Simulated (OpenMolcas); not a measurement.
**Ag5+: moving or changing the point charges**

Ag5+ among 6 point charges of -1.7 e arranged as a tetragonal octahedron (D4h), 2.12 Å from the ion, with the axial distance 2.438 Å.

```json
{"Program": "OpenMolcas", "Method": "SS-CASPT2, IPEA 0.25 Eh, imaginary shift 0.1 Eh (closed shells correlated: 4s 4p)", "Basis": "ANO-RCC-VTZP [7s6p4d2f1g]", "Scalar Hamiltonian": "DKH2, point nucleus", "Active space": "6 electrons in 5 orbitals (4d)", "State averaging": "2S+1 = 5 even, 5 roots; 2S+1 = 3 even, 45 roots; 2S+1 = 1 even, 50 roots", "Spin-orbit coupling": "RASSI with atomic mean-field integrals over the reference wave functions"}
```

Runs around this geometry, states (labels of D4, the rotations of D4h). Energies in cm-1 above the lowest state or level, χT in cm3 K/mol.

| R (Å) | q (e) | Axial / equatorial distance | Ground state | First state of that spin | First gap with spin-orbit (degeneracies) | χT at 300 K | First state of another spin |
| --- | --- | --- | --- | --- | --- | --- | --- |
| 2.12 | -1.1 | 1.15 | 5E | 5A1 820 | 12 (1, 2) | 5.343 | 3E 21330 |
| 1.94 | -1.7 | 1.15 | 5E | 5A1 1960 | 95 (1, 2) | 5.020 | 3E 20410 |
| 2.12 | -1.7 | 1.15 | 5E | 5A1 1180 | 27 (1, 2) | 5.239 | 3E 21070 |
| 2.28 | -1.7 | 1.15 | 5E | 5A1 780 | 3 (1, 2) | 5.332 | 3E 21300 |
| 2.12 | -1.7 | 1.24 | 5E | 5A1 590 | 35 (1, 2) | 5.286 | 3E 21070 |

Taking the first state of the same spin as R^-n, n = -ln(780 / 1960) / ln(2.28 / 1.94) = 5.7 between the shortest and longest distance.

Scaling the charges by -1.1 / -1.7 = 0.65 scales the first state of the same spin by 820 / 1180 = 0.69; with fixed orbitals a first-order splitting would follow the charge.

An orbital doublet at a regular site is open to a Jahn-Teller distortion, which this geometry leaves out. Point charges give a weaker field than real ligands, and real ions of this kind are as a rule low spin; the high spin found here belongs to the model. Free-ion shares, where given, are those of the reference states; single-state CASPT2 does not remix them. Spin-orbit coupling mixes the spin-free states strongly: the lowest level takes only 68 % from its leading state, 5E (figures for R = 2.12, q = -1.1, ratio = 1.15; the like holds for R = 2.28, q = -1.7, ratio = 1.15, R = 2.12, q = -1.7, ratio = 1.24). The ground term spreads over less than 5000 cm-1, several times less than with real ligands, so orbital moments are less quenched and χT lies further from the spin-only value than at real sites (holds for R = 2.12, q = -1.1, ratio = 1.15; R = 2.12, q = -1.7, ratio = 1.15; R = 2.28, q = -1.7, ratio = 1.15). This is an electrostatic model: the charges have no orbitals. No measured value stands beside these numbers.
